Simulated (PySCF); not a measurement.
**Exercise with solution: chemical shift, span and skew from a shielding tensor**

Si(H)(Cl)(Et)(NH2) (C2H8ClNSi), SMILES CC[SiH](N)Cl. Atoms are numbered in the order given.

```xyz
13

Si     0.0904    -0.3512     0.3178
N      0.8333    -1.5247    -0.7029
Cl     1.3933     1.1867     0.9342
C     -1.3160     0.4757    -0.6058
C     -2.4119    -0.4937    -1.0683
H     -0.3328    -1.0508     1.5577
H      1.4875    -2.1938    -0.3066
H      1.1270    -1.2556    -1.6383
H     -0.8744     1.0102    -1.4665
H     -1.7302     1.2638     0.0464
H     -3.2039     0.0274    -1.6298
H     -1.9991    -1.2823    -1.7165
H     -2.8913    -0.9962    -0.2122
```

Geometry: B3LYP-D3(BJ)/def2-SVP. The values are those of a single conformer.

GIAO shieldings from PBE/pcSseg-1 run with PySCF, non-relativistic, no solvent. The symmetric part of the tensor of N2 has the principal values 209.9, 218.1, 244.1 ppm. The same nucleus in NH3 has σ = 267.0 ppm at this level (PySCF, at its B3LYP-D3(BJ)/def2-TZVP geometry). Without spin–orbit terms, shifts of atoms bonded to Cl or Br come out too high.

Work out the isotropic shielding, the ¹⁵N shift against NH3, the span and the skew.


σ(iso) = (σ11 + σ22 + σ33)/3 = 224.0 ppm. δ = σ(ref) − σ(iso) = 267.0 − (224.0) = 43.0 ppm.
Span Ω = σ33 − σ11 = 34.2 ppm. Skew κ = 3(σ(iso) − σ22)/Ω = 0.52. Tumbling in solution averages the tensor to δ; in a static solid the shielding alone would spread this spin-1/2 line over Ω.
